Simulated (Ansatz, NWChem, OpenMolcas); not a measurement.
# Abstraction of H: HOF + C2H4ClSi → OF + C2H5ClSi

Species: HOF (hypofluorous acid) `OF`, singlet; C2H4ClSi `C=C[SiH]Cl`, doublet; OF (Oxygen monofluoride), doublet; C2H5ClSi `C=C[SiH2]Cl`, singlet. A radical takes H: the energy is the difference in strength between the O–H bond broken and the Si–H bond made.

Shapes, held fixed at every level: PBE0-D4/def2-TZVP. Flexible molecules stand in one conformer, not always the lowest. Programs: Ansatz 0.2.0, NWChem 7.3.0, OpenMolcas 26.06. A level may come from different programs for different species; with the same settings they agree closely. The zero-point and thermal change to 298 K, harmonic and unscaled (PBE0-D4/def2-TZVP), is -6.4 kJ/mol.

```json
{"level": "MP2/def2-SVP", "kind": "perturbation theory", "ΔH(298 K) (kJ/mol)": "+25.6", "less CCSD(T)/CBS estimate": "-8.9"}
{"level": "HF/def2-TZVPP", "kind": "Hartree–Fock", "ΔH(298 K) (kJ/mol)": "-26.9", "less CCSD(T)/CBS estimate": "-61.4"}
{"level": "B3LYP/6-31G* (Cartesian functions)", "kind": "global hybrid", "ΔH(298 K) (kJ/mol)": "+4.8", "less CCSD(T)/CBS estimate": "-29.7"}
{"level": "B3LYP-D4/def2-TZVPP", "kind": "global hybrid", "ΔH(298 K) (kJ/mol)": "+27.5", "less CCSD(T)/CBS estimate": "-7.0"}
{"level": "PBE0-D4/def2-TZVPP", "kind": "global hybrid", "ΔH(298 K) (kJ/mol)": "+31.9", "less CCSD(T)/CBS estimate": "-2.6"}
{"level": "CCSD(T)/def2-TZVPP", "kind": "coupled cluster or CI", "ΔH(298 K) (kJ/mol)": "+27.4", "less CCSD(T)/CBS estimate": "-7.1"}
{"level": "CCSD(T)/CBS estimate", "kind": "coupled cluster or CI", "ΔH(298 K) (kJ/mol)": "+34.5", "less CCSD(T)/CBS estimate": "0.0"}
```

The highest level, CCSD(T)/CBS estimate, gives ΔH(298 K) = +34.5 kJ/mol; the levels span -26.9 to +34.5. They disagree on the sign: 6 of 7 are positive. The column of differences is taken from that level and isn't an error. No measured value is set beside it here. Spin contamination: C2H4ClSi (⟨S²⟩ up to 0.87). Open shells run unrestricted. The CBS estimate extrapolates MP2 from def2-TZVPP and def2-QZVPP and adds CCSD(T) − MP2 in the triple-zeta set, cores frozen.
